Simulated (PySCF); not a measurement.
## Exercise with solution: chemical shift, span and skew from a shielding tensor

C5H6N, SMILES c1ccc[nH+]c1, charge +1. Atoms are numbered in the order given.

```xyz
12

C      0.0000     0.0000     1.4135
C      0.0000    -1.2095     0.7153
C      0.0000    -1.1844    -0.6672
N      0.0000     0.0000    -1.3047
C      0.0000     1.1844    -0.6672
C      0.0000     1.2095     0.7153
H      0.0000     0.0000     2.5064
H      0.0000    -2.1685     1.2358
H      0.0000    -2.0816    -1.2888
H      0.0000     0.0000    -2.3251
H      0.0000     2.0816    -1.2888
H      0.0000     2.1685     1.2358
```
Charge +1, spin multiplicity 1.

Geometry: PBE0-D3(BJ)/def2-SVP. The isomer is the one that the SMILES or the coordinates give; other isomers of the formula were not compared.

GIAO shieldings from PBE/pcSseg-1 run with PySCF, non-relativistic, no solvent. The symmetric part of the tensor of C1 has the principal values -89.6, -16.7, 180.4 ppm. The same nucleus in TMS has σ = 182.0 ppm at this level (PySCF, at its B3LYP-D3(BJ)/def2-TZVP geometry).

**Question.** Work out the isotropic shielding, the ¹³C shift against TMS, the span and the skew.

**Answer.** 
σ(iso) = (σ11 + σ22 + σ33)/3 = 24.7 ppm. δ = σ(ref) − σ(iso) = 182.0 − (24.7) = 157.3 ppm.
Span Ω = σ33 − σ11 = 270.0 ppm. Skew κ = 3(σ(iso) − σ22)/Ω = 0.46. Tumbling in solution averages the tensor to δ; in a static solid the shielding alone would spread this spin-1/2 line over Ω.
